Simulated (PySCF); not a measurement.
# Working out the ionisation energy of F(2+)

F(2+) [He] 2s2 2p3 (4S) → F(3+) [He] 2s2 2p2 (3P). Computed with PySCF 2.14 in aug-cc-pVTZ (5s4p3d2f, 46 functions), with no relativity, point nucleus. Frozen: 1s2. Energies in hartree (1 hartree = 27.21139 eV):

```csv
part,F(2+) (lower),F(3+) (upper)
UHF,-97.603766,-95.316454
MP2 opposite-spin,-0.070680,-0.065239
MP2 same-spin,-0.029180,-0.013239
```

Problem. What does Hartree-Fock give?

Solution. (-95.316454) − (-97.603766) = 2.287312 hartree = 62.241 eV.

Problem. What do MP2 and SCS-MP2 (6/5 opposite-spin, 1/3 same-spin) give?

Solution. The opposite-spin parts differ by 0.148 eV and the same-spin parts by 0.434 eV. MP2: 62.241 + (0.148) + (0.434) = 62.823 eV. SCS-MP2: 62.241 + 1.2 × (0.148) + (0.434)/3 = 62.563 eV.

A first-order spin-orbit estimate adds -0.054 eV to MP2 (valence), giving 62.769 eV against 62.708 eV (semi-empirical (NIST evaluation); NIST Atomic Spectra Database, ionization energies).

What remains against the reference includes basis incompleteness, the frozen core and correlation beyond second order.
